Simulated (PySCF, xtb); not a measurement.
Re(O)3(Me) cation (CH₃O₃Re), SMILES [Re](=[O])(=[O])([CH3])=[O] (connectivity only; charge and spin as stated), charge +1, multiplicity 2.

Harmonic wavenumbers (cm⁻¹) from GFN2-xTB (xtb) at its own minimum, in rising order: 116, 119, 123, 149, 149, 186, 296, 471, 488, 862, 877, 877, 1078, 1102, 1111, 2901, 2915, 2917.

### Question
What does B3LYP-D3(BJ)/def2-SVP in PySCF give at its own minimum? (The exact figures need the calculation; the answer reports its results.)

### Answer
192, 194, 208, 228, 231, 327, 577, 660, 734, 749, 992, 1051, 1225, 1350, 1359, 2983, 3103, 3104. Paired by order, the mean absolute difference is 153 cm⁻¹ and the zero-point energies are 23.9 and 27.5 kcal/mol.
